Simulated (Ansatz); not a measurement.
## Worked example: C2H9B2N + SiH(OH)2(SiH3) → CH7B2N + CH8O2Si2

Species: C2H9B2N `BN(B)CC`, singlet; SiH(OH)2(SiH3), singlet; CH7B2N `BN(B)C`, singlet; CH8O2Si2 `C[SiH2][SiH](O)O`, singlet. The partners trade CH3 for H: C–CH3 and Si–H bonds give way to C–H and Si–CH3.

Shapes, held fixed at every level: PBE0-D4/def2-TZVP. Flexible molecules stand in one conformer, not always the lowest. Programs: Ansatz 0.2.0. Electronic energies: no zero-point or thermal term.

At CCSD(T)/CBS estimate; 1 Eh = 2625.50 kJ/mol:

```
       species  energy (Eh)
       C2H9B2N  -185.857947
SiH(OH)2(SiH3)  -732.205579
        CH7B2N  -146.593073
      CH8O2Si2  -771.479798
```

Task: Work out ΔE of the reaction at this level.

Result: 
1. Products less reactants: (-146.593073) + (-771.479798) − [(-185.857947) + (-732.205579)] = -0.009345 Eh = -24.5 kJ/mol.

Other levels give -25.5 (PBE0-D4/def2-TZVPP) to -22.6 kJ/mol (HF/def2-TZVPP). No measured value is set beside it here. The CBS estimate extrapolates MP2 from def2-TZVPP and def2-QZVPP and adds CCSD(T) − MP2 in the triple-zeta set, cores frozen.
